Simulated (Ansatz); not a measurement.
`[SiH3][O][Cd][SH]` + `N[Si](F)([SiH3])Cl` → `[F][Cd][SH]` + `N[Si]([SiH3])(Cl)O[SiH3]`  (redistribution)

Program: Ansatz. Geometries: PBE0-D4/def2-TZVP. ΔE: electronic, gas phase. CCSD(T)/CBS is the MP2 limit (def2-TZVPP, def2-QZVPP) plus CCSD(T) − MP2 in def2-TZVPP, frozen cores. Functionals use def2-TZVPP. B3LYP here is the variant with VWN-RPA as its local correlation; programs differ in this. def2 core potentials past Kr. For Cd outer-core shells are correlated without core-valence functions, which leaves a few kJ/mol of doubt a bond. One conformer a species, not always the lowest.

`[SiH3][O][Cd][SH]`:

```xyz
8

Si   -1.084   -1.103   -0.951
O     0.425   -0.636   -0.581
Cd    1.275    0.567    0.715
S     2.387    1.921    2.225
H    -2.054   -0.791    0.145
H    -1.576   -0.418   -2.182
H    -1.124   -2.572   -1.191
H     1.750    3.033    1.820
```

`N[Si](F)([SiH3])Cl`:

```xyz
10

N     0.006    0.602   -1.695
Si    0.031   -0.618   -0.519
F    -1.127   -1.642   -0.913
Si   -0.245    0.254    1.628
Cl    1.748   -1.765   -0.519
H    -0.078    0.371   -2.673
H     0.532    1.450   -1.559
H     0.778    1.315    1.834
H    -0.049   -0.818    2.637
H    -1.598    0.850    1.780
```

`[F][Cd][SH]`:

Cartesian coordinates in Å:
```
F -2.131 1.202 -1.023
Cd -0.614 0.447 -0.082
S 1.186 -0.434 1.067
H 1.559 -1.214 0.038
```

`N[Si]([SiH3])(Cl)O[SiH3]`:

Z-matrix (Å, degrees):
```
Si
Si 1 2.333
Cl 1 2.064 2 108.4
N 1 1.705 2 117.2 3 -117.5
O 1 1.628 2 106.6 3 118.8
H 2 1.487 1 109.6 3 57.1
H 2 1.486 1 111.1 3 -63.8
H 2 1.490 1 109.5 3 175.9
H 4 1.006 1 120.8 2 95.9
H 4 1.007 1 121.7 2 -57.0
Si 5 1.647 1 138.9 2 171.0
H 11 1.484 5 110.7 1 42.6
H 11 1.485 5 109.8 1 -78.3
H 11 1.482 5 107.5 1 162.7
```

```csv
level,ΔE (kJ/mol),difference from CCSD(T)/CBS
r2SCAN-D4,8.9,-1.4
PBE0-D4,7.7,-2.6
ωB97X-V,8.5,-1.8
B2PLYP,14.9,4.6
r2SCAN,10.6,0.3
PBE0,12.2,1.9
B3LYP,12.2,1.9
HF/def2-TZVPP,12.3,2.0
MP2/def2-TZVPP,20.3,10.0
SCS-MP2/def2-TZVPP,19.2,8.9
CCSD(T)/def2-TZVPP,17.2,6.9
MP2/def2-QZVPP,15.6,5.3
SCS-MP2/def2-QZVPP,14.8,4.5
HF/CBS(def2),10.0,-0.3
MP2/CBS(def2),13.4,3.1
CCSD/CBS(def2),9.6,-0.7
CCSD(T)/CBS,10.3,0
```

Largest T1 diagnostic among the species: 0.016.

In def2-TZVPP, CCSD(T) changes the Hartree–Fock value by +4.9 kJ/mol (the triples alone add +0.6 kJ/mol) and MP2 by +8.0 kJ/mol. The D4 term adds −7.3 kJ/mol with B3LYP and −4.5 kJ/mol with PBE0; it sums over pairs of atoms, weighted by their polarisabilities, and B3LYP, whose exchange is more repulsive, gets the larger term.

CCSD(T)/CBS has its own doubt, a few kJ/mol and more with outer-core shells, so smaller differences from it don't rank the levels.
